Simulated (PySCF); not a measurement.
Run record: excited-state job, `O=Cc1nccn1[SiH3]`.

Method: TDDFT CAM-B3LYP/def2-SVPD, vertical, gas phase, core orbitals frozen in the response (PySCF 2.14.0, density-fitted response routines). Geometry: GFN2-xTB. The input is one job of a driver script: a line of settings, then coordinates in Å.

Input:
```
{"job": {"kind": "uv", "xc": "CAM-B3LYP", "basis": "def2-SVPD", "nstates": 8, "ntriplets": 3}, "charge": 0, "multiplicity": 1}
O      0.748207     2.222578     0.079992
C     -0.441901     1.938472     0.037823
C     -0.848966     0.581022    -0.010737
N     -2.059918     0.044931    -0.060550
C     -1.853813    -1.277482    -0.090314
C     -0.495089    -1.545531    -0.057894
N      0.139694    -0.364654    -0.007625
Si     1.861519     0.079057     0.055087
H     -1.220512     2.709475     0.036027
H     -2.673318    -1.967379    -0.132698
H      0.034969    -2.476134    -0.067780
H      2.226331     0.704282    -1.205582
H      2.431279    -1.285317     0.035837
H      2.150841     0.636207     1.366247
```

Task: Estimate the output.

Result: 
```
coarse grid: 12904 points
cycle   1  E = -629.5455277429  dE =  1.780e+00  |g| = 7.863e-01  |ddm| = 6.440e+00
cycle   2  E = -629.3161111147  dE =  2.294e-01  |g| = 1.379e+00  |ddm| = 3.319e+00
cycle   3  E = -629.6812641030  dE = -3.652e-01  |g| = 8.915e-02  |ddm| = 1.967e+00
cycle   4  E = -629.6820478748  dE = -7.838e-04  |g| = 7.645e-02  |ddm| = 4.100e-01
cycle   5  E = -629.6832972367  dE = -1.249e-03  |g| = 1.529e-02  |ddm| = 2.253e-01
cycle   6  E = -629.6833465487  dE = -4.931e-05  |g| = 6.776e-03  |ddm| = 3.825e-02
cycle   7  E = -629.6833582112  dE = -1.166e-05  |g| = 2.068e-03  |ddm| = 1.473e-02
cycle   8  E = -629.6833600018  dE = -1.791e-06  |g| = 5.176e-04  |ddm| = 8.288e-03
final grid: 122184 points
cycle   9  E = -629.7826739261  dE = -2.987e-05  |g| = 3.107e-03  |ddm| = 8.822e-02
cycle  10  E = -629.7826728164  dE =  1.110e-06  |g| = 4.190e-03  |ddm| = 1.831e-02
cycle  11  E = -629.7826763135  dE = -3.497e-06  |g| = 6.328e-04  |ddm| = 6.848e-03
cycle  12  E = -629.7826763910  dE = -7.757e-08  |g| = 2.381e-04  |ddm| = 1.096e-03
cycle  13  E = -629.7826764051  dE = -1.408e-08  |g| = 9.596e-05  |ddm| = 6.182e-04
cycle  14  E = -629.7826764075  dE = -2.356e-09  |g| = 2.114e-05  |ddm| = 1.678e-04
cycle  15  E = -629.7826764078  dE = -3.047e-10  |g| = 1.398e-05  |ddm| = 9.346e-05
converged SCF energy = -629.7826764078

Static polarisability (au): isotropic 88.320, principal 57.783 94.650 112.528

Singlet excitations
state   eV       nm        f      main configurations
  1   4.2328    292.9   0.00003   H-1->L 0.82
  2   4.6849    264.6   0.24977   H->L 0.96
  3   5.1081    242.7   0.00148   H-2->L 0.88, H-1->L 0.09
  4   5.9688    207.7   0.07806   H-3->L 0.94
  5   6.6510    186.4   0.00413   H->L+1 0.95
  6   7.0651    175.5   0.00132   H-4->L 0.86
  7   7.3986    167.6   0.00699   H-1->L+1 0.78
  8   7.4732    165.9   0.20823   H->L+3 0.89

Triplet excitations (Tamm-Dancoff, eV): 3.0900 3.7713 4.5918
```

The SCF starts on a coarse grid where the log names one; the energy can jump when the final grid takes over, and dE then counts from the start density on the new grid. H and L stand for HOMO and LUMO; the number after each pair is its weight.

Task: Give S1 in cm⁻¹ and kJ/mol.

Result: 4.2328 eV × 8065.54 = 34140 cm⁻¹; × 96.485 = 408.4 kJ/mol.

In short: HOMO -8.53 eV, LUMO -1.17 eV; lowest singlet 4.23 eV; lowest triplet 3.09 eV (Tamm–Dancoff); mean polarisability 88.3 au.

Hardware: one thread of an Arm Neoverse N1 (shared host). Cost: 88 s wall.

One conformer stands for the species.
Labels such as C1 count atoms from 1, the log's own numbers from 0.
